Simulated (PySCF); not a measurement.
F3GeHO, SMILES [OH][Ge]([F])([F])[F]. Atoms are numbered in the order given.

```xyz
6

O      0.1849     1.7296     0.0000
Ge     0.0095     0.0090     0.0000
F     -0.8431    -0.5633    -1.3662
F      1.5607    -0.6882     0.0000
F     -0.8431    -0.5633     1.3662
H     -0.6537     2.2072     0.0000
```
Charge 0, spin multiplicity 1.

The structure is a stationary point at PBE0-D3(BJ)/def2-SVP. One conformer was computed; it need not be the lowest.

Computed with B3LYP/pcSseg-1 run with PySCF.

GIAO shieldings, no solvent; atoms alike by connectivity are averaged. δ = σ(ref) − σ: ¹⁷O against H2O (σ = 333.8 ppm); ⁷³Ge against GeH4 (σ = 1631.8 ppm); ¹⁹F against CFCl3 (σ = 161.7 ppm); ¹H against TMS (σ = 31.68 ppm), references at their B3LYP-D3(BJ)/def2-TZVP geometries, non-relativistic.

| nucleus | atoms | count | δ (ppm) |
|---|---|---|---|
| ¹⁷O | O1 | 1 | 47.7 |
| ⁷³Ge | Ge2 | 1 | 225.5 |
| ¹⁹F | F3, F4, F5 | 3 | -167.6 |
| ¹H | H6 | 1 | 2.56 |
